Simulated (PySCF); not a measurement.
# input.py for IF⁻

Input:

```python
from pyscf import gto, scf
from pyscf.hessian import thermo

mol = gto.M(
    atom='I 0 0 0; F 0 0 2.329',
    basis='sbkjc',
    ecp={'I': 'sbkjc', 'F': 'sbkjc'},
    charge=-1,
    spin=1,
    symmetry=True,
    verbose=4,
)
mf = scf.UHF(mol)
mf.kernel()
hess = mf.Hessian().kernel()
print('wavenumber (cm^-1) =', thermo.harmonic_analysis(mol, hess)['freq_wavenumber'].round(1))
mf.dip_moment()
print('orbital energies (hartree):', [e[max(0, n-3):n+3].round(4) for e, n in zip(mf.mo_energy, mol.nelec)])
```

```bash
$ OMP_NUM_THREADS=1 python input.py
```

Output (some set-up lines and the per-cycle HOMO/LUMO lines with their warnings removed):

```
PySCF version 2.14.0

[INPUT] verbose = 4
[INPUT] num. atoms = 2
[INPUT] num. electrons = 15
[INPUT] charge = -1
[INPUT] spin (= nelec alpha-beta = 2S) = 1
[INPUT] symmetry True subgroup None
[INPUT] Mole.unit = angstrom
[INPUT] Symbol           X                Y                Z      unit          X                Y                Z       unit  Magmom
[INPUT]  1 I      0.000000000000   0.000000000000   0.000000000000 AA    0.000000000000   0.000000000000   0.000000000000 Bohr   0.0
[INPUT]  2 F      0.000000000000   0.000000000000   2.329000000000 AA    0.000000000000   0.000000000000   4.401172144112 Bohr   0.0

nuclear repulsion = 11.1333977394075
point group symmetry = Coov
symmetry origin: [0.         0.         0.63887983]
symmetry axis x: [1. 0. 0.]
symmetry axis y: [0. 1. 0.]
symmetry axis z: [0. 0. 1.]
num. orbitals of irrep A1 = 8
num. orbitals of irrep E1x = 4
num. orbitals of irrep E1y = 4
number of shells = 8
number of NR pGTOs = 36
number of NR cGTOs = 16
basis = sbkjc
ecp = {'I': 'sbkjc', 'F': 'sbkjc'}

******** <class 'pyscf.scf.uhf_symm.SymAdaptedUHF'> ********
method = SymAdaptedUHF
initial guess = minao
damping factor = 0
level_shift factor = 0
DIIS = <class 'pyscf.scf.diis.CDIIS'>
diis_start_cycle = 1
diis_space = 8
diis_damp = 0
SCF conv_tol = 1e-09
SCF conv_tol_grad = None
SCF max_cycles = 50
direct_scf = True
direct_scf_tol = 1e-13
number electrons alpha = 8  beta = 7
Freeze 0 electrons in irreps []
    15 free electrons in irreps A1 E1x E1y
Set gradient conv threshold to 3.16228e-05
init E= -33.4096862911464

cycle= 1 E= -34.9446804645785  delta_E= -1.53  |g|= 0.562  |ddm|= 2.18
cycle= 2 E= -35.0289920939455  delta_E= -0.0843  |g|= 0.371  |ddm|= 0.724
cycle= 3 E= -35.0838778797938  delta_E= -0.0549  |g|= 0.0244  |ddm|= 0.269
cycle= 4 E= -35.0844282124081  delta_E= -0.00055  |g|= 0.0066  |ddm|= 0.041
cycle= 5 E= -35.0844812858833  delta_E= -5.31e-05  |g|= 0.0024  |ddm|= 0.0137
cycle= 6 E= -35.0844905140512  delta_E= -9.23e-06  |g|= 0.000877  |ddm|= 0.00627
cycle= 7 E= -35.0844927745208  delta_E= -2.26e-06  |g|= 0.000641  |ddm|= 0.00248
cycle= 8 E= -35.084494607613  delta_E= -1.83e-06  |g|= 0.000417  |ddm|= 0.00274
cycle= 9 E= -35.0844957847416  delta_E= -1.18e-06  |g|= 0.000121  |ddm|= 0.00351
cycle= 10 E= -35.0844958926831  delta_E= -1.08e-07  |g|= 9.32e-06  |ddm|= 0.00138
cycle= 11 E= -35.0844958929171  delta_E= -2.34e-10  |g|= 2.64e-06  |ddm|= 4.78e-05
Extra cycle  E= -35.0844958929293  delta_E= -1.22e-11  |g|= 1.32e-06  |ddm|= 7.19e-06
converged SCF energy = -35.0844958929293  <S^2> = 0.76062044  2S+1 = 2.0105924
wavenumber (cm^-1) = [309.4]

WARN: System has nonzero charge -1; the dipole moment is origin-dependent.
Location of origin: [0. 0. 0.]

Dipole moment(X, Y, Z, Debye):  0.00000,  0.00000, -4.85831
orbital energies (hartree): [array([-0.1564, -0.1564, -0.1297,  0.5258,  0.5382,  0.5382]), array([-0.178 , -0.1385, -0.1385,  0.2412,  0.544 ,  0.544 ])]
```

In short: E(SCF) = -35.084496 Eh, 11 cycles, ⟨S²⟩ = 0.761, wavenumbers 309 cm⁻¹.

Run time: 1.7 s on 1 thread of Intel Xeon 6975P-C (shared host), peak memory 0.11 GiB.

The basis has no diffuse functions, which an anion needs. The bond length is a typed value, not an optimised one, so the wavenumber is not that of the minimum. The dipole of an ion depends on the origin. No search for the lowest solution was made.
